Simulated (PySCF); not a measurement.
An equivalent PySCF input for Ne⁺ (neon, charge +1), [He] 2s2 2p5, 2P determinant, with the spin-free X2C one-electron Hamiltonian (Gaussian nucleus):

```python
from pyscf import gto, scf, dft, mp, cc
import basis_set_exchange as bse
mol = gto.M(atom="Ne 0 0 0", charge=1, spin=1, symmetry="D2h",
            basis=gto.basis.parse(bse.get_basis("aug-cc-pCVTZ-DK", elements=["Ne"], fmt="nwchem")),
            nucmod="G")
mf = scf.UHF(mol).sfx2c1e()
mf.irrep_nelec = {'Ag': (2, 2), 'B1u': (1, 1), 'B2u': (1, 1), 'B3u': (1, 0)}
mf.kernel()
```

It reaches the same state as the run whose output follows, and the same energy. The run itself started from symmetry-adapted Hartree-Fock orbitals and held the occupation by maximum overlap, so the iterations belong to that start.

```
SCF conv_tol = 1e-09
number electrons alpha = 5  beta = 4
cycle= 1 E= -127.947229543326  delta_E= -0.00487  |g|= 0.0317  |ddm|= 0.0314
cycle= 2 E= -127.947423220698  delta_E= -0.000194  |g|= 0.00665  |ddm|= 0.00702
cycle= 3 E= -127.947433227289  delta_E= -1e-05  |g|= 0.000265  |ddm|= 0.0022
cycle= 4 E= -127.947433258321  delta_E= -3.1e-08  |g|= 7.85e-05  |ddm|= 0.000294
cycle= 5 E= -127.947433261048  delta_E= -2.73e-09  |g|= 3.06e-05  |ddm|= 0.000112
cycle= 6 E= -127.947433261518  delta_E= -4.69e-10  |g|= 2.62e-06  |ddm|= 6.58e-05
converged SCF energy = -127.947433261518  <S^2> = 0.752641  2S+1 = 2.0026393
```
